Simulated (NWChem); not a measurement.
System: MoSOClF; SMILES [O]=[Mo]([F])(=[S])[Cl]

Output (shortened):

```
             Northwest Computational Chemistry Package (NWChem) 7.3.0
             --------------------------------------------------------

 C1  symmetry detected

                             Geometry "geometry" -> ""
                             -------------------------

 Output coordinates in angstroms (scale by  1.889725989 to convert to a.u.)

  No.       Tag          Charge          X              Y              Z
 ---- ---------------- ---------- -------------- -------------- --------------
    1 Mo                  42.0000     0.24799807     0.08829628     0.07178221
    2 O                    8.0000     0.79540926     0.26040069     1.62485462
    3 S                   16.0000    -1.28349298     1.49831184    -0.19924316
    4 F                    9.0000     1.60170361     0.41948179    -1.12136424
    5 Cl                  17.0000    -0.62697869    -1.97293970    -0.16079535

 Effective nuclear repulsion energy (a.u.)     700.0192792916

 Summary of "ao basis" -> "ao basis" (spherical)
 ------------------------------------------------------------------------------
       Tag                 Description            Shells   Functions and Types
 ---------------- ------------------------------  ------  ---------------------
 Mo                         def2-svp                11       31   5s3p2d1f
 O                          def2-svp                 6       14   3s2p1d
 S                          def2-svp                 8       18   4s3p1d
 F                          def2-svp                 6       14   3s2p1d
 Cl                         def2-svp                 8       18   4s3p1d

            General Information
            -------------------
          SCF calculation type: DFT
          Wavefunction type:  closed shell.
          No. of atoms     :     5
          No. of electrons :    64
           Alpha electrons :    32
            Beta electrons :    32
          Charge           :     0
          Spin multiplicity:     1
          Use of symmetry is: off; symmetry adaption is: off
          Maximum number of iterations: 150
          AO basis - number of functions:    95
                     number of shells:    39
          Convergence on energy requested:  1.00D-06
          Convergence on density requested:  1.00D-05
          Convergence on gradient requested:  5.00D-04

              XC Information
              --------------
          PerdewBurkeErnzerhof Exchange Functional  1.000
            Perdew 1991 LDA Correlation Functional  1.000 local
           PerdewBurkeErnz. Correlation Functional  1.000 non-local

             Grid Information
             ----------------
          Grid used for XC integration:  medium
          Radial quadrature: Mura-Knowles
          Angular quadrature: Lebedev.
          Tag              B.-S. Rad. Rad. Pts. Rad. Cut. Ang. Pts.
          ---              ---------- --------- --------- ---------
          Mo                  1.45      123           8.0       590
          O                   0.60       49           8.0       434
          S                   1.00       88          10.0       590
          F                   0.50       49           9.0       434
          Cl                  1.00       88          10.0       590
          Grid pruning is: on
          Number of quadrature shells:   397
          Spatial weights used:  Erf1

      Superposition of Atomic Density Guess
      -------------------------------------

 Sum of atomic energies:       -1107.94649083

      Non-variational initial energy
      ------------------------------

 Total energy =   -1098.274340
 1-e energy   =   -2200.360919
 2-e energy   =     771.161598
 HOMO         =      -0.347958
 LUMO         =      -0.056574

     ---------------------------------------------
      Total Density - Mulliken Population Analysis
     ---------------------------------------------

    Atom       Charge   Shell Charges
 -----------   ------   -------------------------------------------------------
    1 Mo  14    11.15  -0.39  1.55  0.87  0.30  0.04  5.95  0.32  0.12  1.91  0.42  0.07
    2 O    8     9.03   1.99  1.16  0.75  3.16  1.96  0.01
    3 S   16    16.76   2.00  1.99  1.25  0.65  5.94  1.94  2.96  0.03
    4 F    9     9.64   1.99  1.15  0.81  3.53  2.16  0.00
    5 Cl  17    17.42   2.00  1.99  1.23  0.71  5.94  2.17  3.36  0.01

[...]

                         DFT ENERGY GRADIENTS

    atom               coordinates                        gradient
                 x          y          z           x          y          z
   1 Mo      0.468648   0.166856   0.135649    0.004642   0.012146   0.020367
   2 O       1.503106   0.492086   3.070530   -0.010798  -0.003571  -0.029845
   3 S      -2.425450   2.831399  -0.376515    0.012157  -0.011579   0.002134
   4 F       3.026781   0.792706  -2.119071   -0.008235  -0.002335   0.006854
   5 Cl     -1.184818  -3.728315  -0.303859    0.002235   0.005339   0.000490
```

Level: PBE/def2-SVP with def2 effective core potentials on Mo. All runs use the structure optimised with PBE0/def2-SVP. def2 effective core potentials on Mo; no spin-orbit coupling.

**Question.** Which NWChem input produces such a log?

**Answer.** One answer among several that fit: the input that was run:
```
start job
memory heap 200 mb stack 900 mb global 1100 mb
geometry units angstroms noautoz
  Mo     0.242313     0.069397     0.041593
  O      0.946246     0.163483     1.537233
  S     -1.175095     1.614055    -0.068178
  F      1.502343     0.301813    -1.271460
  Cl    -0.832072    -1.901748    -0.127684
end
basis spherical
  * library def2-svp
end
ecp
  Mo library def2-ecp
end
dft
  xc xpbe96 cpbe96
  iterations 150
  mulliken
end
task dft gradient
```
